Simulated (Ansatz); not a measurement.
`C=[N][AlH][SiH2]Br` + HBr → `Br[SiH2]Br` + `C=[N][AlH2]` at 600 K and 1 bar (cleavage of the Si–Al bond).

Isolated molecules relaxed with PBE0-D4/def2-TZVP in Ansatz; ΔE leaves out vibrations. CBS: MP2 limit from def2 TZ/QZ plus the TZ coupled-cluster correction, frozen cores. For Br outer-core shells are correlated without core-valence functions, which leaves a few kJ/mol of doubt a bond. Scalar relativity is left out up to krypton. One conformer a species, not always the lowest.

```csv
species,CCSD(T)/CBS energy (Eh),H − E (kJ/mol),S (J/(mol·K))
`C=[N][AlH][SiH2]Br`,-3200.20880,214.4,500.2
HBr,-2573.91920,33.5,219.1
`Br[SiH2]Br`,-5437.00625,88.5,363.4
`C=[N][AlH2]`,-337.15304,155.6,339.9
```

H − E and S are ideal-gas, rigid-rotor, harmonic terms from PBE0-D4/def2-TZVP, for one conformer and one mirror image of each species. 1 Eh = 2625.50 kJ/mol, R = 8.31446 J/(mol·K).

Problem. By hand: ΔE, ΔH, ΔS and ΔG.

Solution. ΔE = (-5437.00625) + (-337.15304) − (-3200.20880) − (-2573.91920) = -0.03129 Eh = -82.2 kJ/mol. Δ(H − E) = 88.5 + 155.6 − 214.4 − 33.5 = -3.8, so ΔH = -86.0 kJ/mol. ΔS = 363.4 + 339.9 − 500.2 − 219.1 = -16.0 J/(mol·K). ΔG = -86.0 − 600 × (-16.0)/1000 = -76.4 kJ/mol.

Problem. By hand: the equilibrium constant, and the temperature at which ΔG would vanish if ΔH and ΔS stayed fixed.

Solution. log₁₀ K = −ΔG/(RT ln 10) = 6.7. ΔG = 0 at ΔH/ΔS = 5375 K, far beyond where these terms or the molecules hold.

ΔH outweighs TΔS. A doubt of 5 kJ/mol in ΔE shifts log₁₀ K by 0.4 here. Other conformers and mirror images would add mixing entropy, several J/(mol·K) or more a flexible species. Modes under 60 cm⁻¹, often nearly free rotors, make the harmonic entropy too high. These are equilibria of isolated gas molecules and say nothing of rates. Largest T1 diagnostic: 0.015 (customary marks: 0.02 for closed shells, 0.045 for open ones).
